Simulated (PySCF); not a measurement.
**Spin states of TiH**

Unrestricted PBE0; basis Ti def2-TZVPPD, H def2-TZVPPD; no relativity; PySCF 2.14. Outer shells of the fragments: Ti 3d2 4s2; H 1s1.

Followed along the bond (rough minima from three points):

```json
{"2Ms+1": "4", "unpaired": "σ ↑, π ↑, δ ↑", "⟨S²⟩ at the start": "3.76", "R at minimum (Å)": "1.76", "Te (eV)": "0.00"}
{"2Ms+1": "4", "unpaired": "σ ↑, π ↑, δ ↑", "⟨S²⟩ at the start": "3.76", "R at minimum (Å)": "1.76", "Te (eV)": "0.00"}
{"2Ms+1": "4", "unpaired": "σ ↑, δ ↑↑", "⟨S²⟩ at the start": "3.77", "R at minimum (Å)": "1.77", "Te (eV)": "0.30"}
{"2Ms+1": "4", "unpaired": "σ ↑, π ↑↑", "⟨S²⟩ at the start": "3.76", "R at minimum (Å)": "1.74", "Te (eV)": "0.37"}
{"2Ms+1": "2", "unpaired": "δ ↑", "⟨S²⟩ at the start": "1.32", "R at minimum (Å)": "1.74", "Te (eV)": "0.57"}
{"2Ms+1": "2", "unpaired": "σ ↓, π ↑, δ ↑", "⟨S²⟩ at the start": "1.75", "R at minimum (Å)": "1.76", "Te (eV)": "0.58"}
```

Solutions found at the starting distance of 1.585 Å, counted from the lowest of them; the search is not exhaustive and high or unbound solutions are not listed, so other states can lie among these:

| 2Ms+1 | unpaired | term | E (eV) | ⟨S²⟩ | ⟨Lz²⟩ | μ (D) |
| --- | --- | --- | --- | --- | --- | --- |
| 4 | σ ↑, π ↑, δ ↑ | mixed | 0.00 | 3.76 | 4.92 | -2.32 |
| 4 | σ ↑, π ↑, δ ↑ | mixed | 0.01 | 3.76 | 4.90 | -2.12 |
| 4 | σ ↑, δ ↑↑ | ⁴Σ⁻ | 0.33 | 3.77 | 0.00 | -2.81 |
| 4 | σ ↑, π ↑↑ | ⁴Σ⁻ | 0.34 | 3.76 | 0.00 | -1.86 |
| 2 | δ ↑ | mixed | 0.53 | 1.32 | 4.17 | -2.10 |
| 2 | σ ↓, π ↑, δ ↑ | mixed | 0.58 | 1.75 | 5.10 | -1.70 |
| 2 | σ ↑, π ↓, δ ↑ | mixed | 0.63 | 1.76 | 4.93 | -2.46 |
| 2 | σ ↓, π ↑↑ | mixed | 0.76 | 1.75 | 0.00 | -2.02 |
| 4 | π ↑↑, δ ↑ | ⁴Δ | 0.87 | 3.76 | 4.00 | -3.38 |
| 2 | σ ↑, δ ↑↓ | mixed | 0.95 | 1.75 | 8.01 | -2.15 |
| 2 | π ↑ | mixed | 0.98 | 0.77 | 1.96 | -1.87 |
| 4 | σ ↑↑, δ ↑ | ⁴Δ | 1.03 | 3.75 | 4.00 | 0.12 |
| 2 | σ ↓, δ ↑↑ | mixed | 1.10 | 1.75 | 0.00 | -0.97 |
| 2 | π ↑↓, δ ↑ | mixed | 1.60 | 1.75 | 6.00 | -3.16 |

A term symbol is given only where ⟨S²⟩ and ⟨Lz²⟩ are close to those of a pure state; real π, δ and φ orbitals otherwise mix terms. A positive dipole means Ti(−)H(+).

With d or f electrons several states lie close, and the lowest PBE0 determinant need not be the measured ground state.
